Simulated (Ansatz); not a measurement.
`[SbH2][I]` + `N[SiH3]` → `N[SiH2][SbH2]` + HI at 298.15 K and 1 bar (formal exchange of groups at the Sb–I bond).

Isolated molecules relaxed with PBE0-D4/def2-TZVP in Ansatz; ΔE leaves out vibrations. CCSD(T)/CBS adds triple-zeta CCSD(T) − MP2 to the extrapolated MP2 energy (def2 sets, frozen cores). This one scheme is used for every species. Elements past krypton have def2 core potentials. For I, Sb outer-core shells are correlated without core-valence functions, which leaves a few kJ/mol of doubt a bond. Each species was taken in one conformer, which may not be the lowest.

```
        species  CCSD(T)/CBS energy (Eh)  H − E (kJ/mol)  S (J/(mol·K))
    `[SbH2][I]`               -538.67582            49.0          298.5
      `N[SiH3]`               -346.80422           145.7          264.3
`N[SiH2][SbH2]`               -587.42139           168.4          344.8
             HI               -298.03592            22.7          206.5
```

H − E and S are ideal-gas, rigid-rotor, harmonic terms from PBE0-D4/def2-TZVP, for one conformer and one mirror image of each species. 1 Eh = 2625.50 kJ/mol, R = 8.31446 J/(mol·K).

Task: By hand: ΔE, ΔH, ΔS and ΔG.

Result: ΔE = (-587.42139) + (-298.03592) − (-538.67582) − (-346.80422) = 0.02273 Eh = 59.7 kJ/mol. Δ(H − E) = 168.4 + 22.7 − 49.0 − 145.7 = -3.6, so ΔH = 56.1 kJ/mol. ΔS = 344.8 + 206.5 − 298.5 − 264.3 = -11.5 J/(mol·K). ΔG = 56.1 − 298.15 × (-11.5)/1000 = 59.5 kJ/mol.

Task: By hand: the equilibrium constant, and the temperature at which ΔG would vanish if ΔH and ΔS stayed fixed.

Result: log₁₀ K = −ΔG/(RT ln 10) = -10.4. ΔH and −TΔS have one sign here, so there is no such temperature.

The number of gas molecules stays the same, so ΔS is small and ΔH decides. A doubt of 5 kJ/mol in ΔE shifts log₁₀ K by 0.9 here. Other conformers and mirror images would add mixing entropy, several J/(mol·K) or more a flexible species. These are equilibria of isolated gas molecules and say nothing of rates. Largest T1 diagnostic: 0.013 (customary marks: 0.02 for closed shells, 0.045 for open ones).

ΔS is within the doubt of such terms, so its sign, and with it that verdict, could turn.
